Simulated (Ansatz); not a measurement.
Input for Ansatz (an electronic-structure program): U-wB97X-V/cc-pV(T+d)Z on BCl, a point of a bond scan (R = 1.722 Å). Files ending in .json are basis or fitting sets from the Basis Set Exchange.

Ansatz 0.2 input:
```yaml
crystal:
  periodic: [false, false, false]
  atoms:
    - {symbol: B, position_ang: [-0.00000000, -0.00000000, -1.33031220]}
    - {symbol: Cl, position_ang: [0.00000000, 0.00000000, 0.39126830]}
basis:
  gaussian:
    orbitals: cc-pV_T+d_Z.json
hamiltonian:
  xc: {name: wB97X-V}
magnetization: {spin_polarized: true, initial_magnetization: 0}
```

The head of its log:

```
WARN ansatz: RAYON_NUM_THREADS=1 ignored (pool sized by the plan → 1); use --threads N
Functional definition: wB97X-V
integrals: 0.02 GiB planned
534 factors; their error is unknown
integrals: 0.05 GiB planned
78 factors; integrals over basis functions are off by at most 1.3e-4 eV
mean field: 0.24 GiB planned
mean field evaluation 1: about -13195.4564 eV, gradient 6.2e0 eV
mean field evaluation 2: about -13195.6201 eV, gradient 4.6e0 eV
```

Task: Give the final energy of this run.

Result: -484.9338 hartree.
